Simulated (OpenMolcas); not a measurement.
Cl2+: from CASSCF to CASPT2

| Property | Result |
| --- | --- |
| Program | OpenMolcas |
| Basis | ANO-R1 [4s3p1d] |
| Scalar Hamiltonian | X2C, finite nucleus |
| Active space | 5 electrons in 4 orbitals (3s 3p) |
| State averaging | 2S+1 = 4 odd, 1 root; 2S+1 = 2 odd, 11 roots; 2S+1 = 4 even, 3 roots; 2S+1 = 2 even, 9 roots |
| Spin-orbit coupling | state interaction with AMFI integrals over the reference wave functions, term energies averaged over their components |

Methods on the same reference wave functions:
A. CASSCF
B. SS-CASPT2, IPEA 0.25 Eh, imaginary shift 0.1 Eh (closed shells correlated: 2s 2p)
C. MS-CASPT2, IPEA 0.25 Eh, imaginary shift 0.1 Eh (closed shells correlated: 2s 2p)

Energies in cm⁻¹ above 3s² 3p³ ⁴S°_3/2, the measured ground level; measured values from Moore, Atomic Energy Levels, vol. I, NSRDS-NBS 35 (1971 reprint of NBS Circular 467, 1949).

```tsv
Level	A	B	C	Measured
3s² 3p³ ⁴S°_3/2	0.0	0.0	0.0	0.0
3s² 3p³ ²D°_3/2	22489	20530	20530	18053
3s² 3p³ ²D°_5/2	22573	20600	20600	18120
3s² 3p³ ²P°_1/2	31151	31740	31740	29812
3s² 3p³ ²P°_3/2	31226	31800	31800	29907
3s 3p⁴ ⁴P_5/2	106116	101790	101790	98520
3s 3p⁴ ⁴P_3/2	106772	102450	102450	99130
3s 3p⁴ ⁴P_1/2	107152	102830	102830	99475
3s 3p⁴ ²D_3/2	150145	135450	135450	
3s 3p⁴ ²D_5/2	150157	135470	135470	
3s 3p⁴ ²S_1/2	172441	163930	163930	
3s 3p⁴ ²P_3/2	191971	177860	177860	
3s 3p⁴ ²P_1/2	192748	178640	178640	
3p⁵ ²P°_3/2	292922	263600	263600	
3p⁵ ²P°_1/2	294051	264730	264730
```

Deviations, from unrounded energies. A percentage is the sum of absolute deviations over the sum of measured energies, with the sign that they share, or ± where signs differ.

| Against measurement | Levels | A | B | C |
| --- | --- | --- | --- | --- |
| mean absolute deviation (cm-1) | 7 | 4900 | 2700 | 2700 |
| other terms of the ground configuration (%) | 4 | +12.0 | +9.2 | +9.2 |
| other configurations (%) | 3 | +7.7 | +3.3 | +3.3 |

B, C lie about equally close to measurement and A furthest from it. The largest miss of C in the table is 3s 3p⁴ ⁴P_1/2, by +3400 cm-1. The ranking rests on the paired levels alone, and a cruder setting can come out closer through cancelling errors.

Between B and C no level of the table moves by more than 5 cm-1.

The two smallest mean deviations differ by little beside CASPT2's spread within terms, so their order carries little weight.

From A to B the spin-free energies of the other terms of 3s² 3p³ shown, above ⁴S°, scale by factors of 0.91 to 1.02.

The lowest spin-free term lies below A's lowest term by 0.081 hartree in B, 0.081 hartree in C.

CASPT2 breaks the degeneracy within a term, and the mean is taken; among the terms shown or strongly mixed into the levels shown the widest spread is 1500 cm-1 (3s 3p⁴ ²D, C). Over all roots computed the reference weight is 0.87 to 0.97 in B, 0.87 to 0.97 in C; the roots of lowest weight are the least certain, and an intruder state may touch them. Terms of s pⁿ other than that of highest spin mix with s² pⁿ⁻² d, which this space lacks; all of them can be thousands of cm-1 off, and some have no real level of that name. Measured partners are found by configuration, term and J. A level has none where our copy of the source lacks it or the pairing is in doubt (some pairs that miss far off the trend of their configuration count as doubtful), and it then counts in no deviation. Levels of configurations outside the active space are missing.

° marks odd parity.
